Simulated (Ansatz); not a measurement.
H4GeSi, SMILES `[SiH3][GeH]` (lower singlet) (charge 0, multiplicity 1). This singlet lies 0.65 eV below the relaxed triplet at the level frozen-core CCSD(T)/cc-pVTZ // PBE0-D3(BJ)/def2-TZVP (Ansatz, a first-principles code).

Z-matrix (Å, degrees):
```
Si
H 1 1.4891
H 1 1.4929 2 107.79
H 1 1.4932 2 107.76 3 -116.16
Ge 1 2.4523 2 114.28 4 -121.68
H 5 1.5956 1 87.11 2 -179.51
```
Charge 0, multiplicity 1.

Frozen-core energies in cc-pVDZ from Ansatz at a geometry from PBE0-D3(BJ)/def2-TZVP; the HF reference has <S^2> = 0.00 (restricted, and unstable towards unrestricted orbitals) and the T1 diagnostic is 0.011.

| level | energy (Ha) |
|---|---|
| HF | -2366.54467 |
| MP2 | -2366.74485 |
| CCSD | -2366.79081 |
| CCSD(T) | -2366.79763 |

Task: Estimate the energies of CCSDT and CCSDT(Q), and give each level's difference from CCSDT(Q).

Result: 
```
level     energy (Ha)  difference from CCSDT(Q) (mHa)
--------  -----------  ------------------------------
MP2       -2366.74485                           54.11
CCSD      -2366.79081                            8.15
CCSD(T)   -2366.79763                            1.33
CCSDT     -2366.79869                            0.27
CCSDT(Q)  -2366.79896                            0.00
```
